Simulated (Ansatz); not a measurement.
`C[Se]BCF` + `C[O][SnH2][OH]` → `C[O][SnH2][Se]C` + `OBCF`  (redistribution)

Isolated molecules relaxed with PBE0-D4/def2-TZVP in Ansatz; ΔE leaves out vibrations. CBS: MP2 limit from def2 TZ/QZ plus the TZ coupled-cluster correction, frozen cores. Functionals use def2-TZVPP. Elements past krypton have def2 core potentials. For Se, Sn outer-core shells are correlated without core-valence functions, which leaves a few kJ/mol of doubt a bond. Scalar relativity is left out up to krypton. Each species was taken in one conformer, which may not be the lowest.

Question: Is it downhill or uphill in electronic energy at CCSD(T)/CBS, and by how much? (Best estimate.)

Answer: The calculation gave: Downhill: ΔE = -26.7 kcal/mol.

Question: What do these levels give: PBE-D4, MP2/def2-TZVPP, CCSD(T)/def2-TZVPP, SCS-MP2/def2-QZVPP, HF/CBS(def2), CCSD/CBS(def2)? (Estimate.)

Answer: Ansatz gave: PBE-D4 -26.6, MP2/def2-TZVPP -26.4, CCSD(T)/def2-TZVPP -26.1, SCS-MP2/def2-QZVPP -26.4, HF/CBS(def2) -29.3, CCSD/CBS(def2) -27.1 kcal/mol.

Largest T1 diagnostic among the species: 0.014.

The D4 term adds −1.1 kcal/mol with B3LYP and −0.7 kcal/mol with PBE0; it sums over pairs of atoms, weighted by their polarisabilities, and B3LYP, whose exchange is more repulsive, gets the larger term. From PBE to PBE0 (25 % exact exchange), in def2-TZVPP and without D4, ΔE moves by −1.2 kcal/mol. In def2-TZVPP, CCSD(T) changes the Hartree–Fock value by +3.3 kcal/mol (the triples alone add +0.5 kcal/mol) and MP2 by +3.0 kcal/mol.

B3LYP here is the variant with VWN-RPA as its local correlation; programs differ in this.
